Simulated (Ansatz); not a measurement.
Reaction (redistribution): `[SH][Al]([Cl])[Cl]` + `[F][Mg][Br]` → `[F][Al]([SH])[Cl]` + `[Cl][Mg][Br]`

Computed with Ansatz on PBE0-D4/def2-TZVP structures; ΔE is electronic, products minus reactants. CBS: MP2 limit from def2 TZ/QZ plus the TZ coupled-cluster correction, frozen cores. Functionals use def2-TZVPP. B3LYP here is the variant with VWN-RPA as its local correlation; programs differ in this. HSE06 is defined as in plane-wave codes. For Br, Mg outer-core shells are correlated without core-valence functions, which leaves a few kJ/mol of doubt a bond. Scalar relativity is left out up to krypton. Each species was taken in one conformer, which may not be the lowest.

```
         level  ΔE (kJ/mol)  difference from CCSD(T)/CBS
    r2SCAN0-D4        -44.7                         -2.9
      HSE06-D4        -39.8                          2.0
       ωB97M-V        -41.9                         -0.1
      PBE-QIDH        -42.5                         -0.7
           PBE        -37.2                          4.6
         B3LYP        -44.2                         -2.4
       r2SCANh        -43.9                         -2.1
         BHLYP        -49.1                         -7.3
MP2/def2-TZVPP        -40.1                          1.7
CCSD/CBS(def2)        -43.9                         -2.1
   CCSD(T)/CBS        -41.8                            0
```

Largest T1 diagnostic among the species: 0.011.

At CCSD(T), def2-SVP lies +5.9 kJ/mol from the extrapolated value and def2-TZVPP −1.7 kJ/mol. Leaving LDA and LC-ωPBE aside and taking each functional with its dispersion term where it has one, the values, not all of them listed here, spread over 12.6 kJ/mol, from BHLYP-D4 to revPBE-D4.
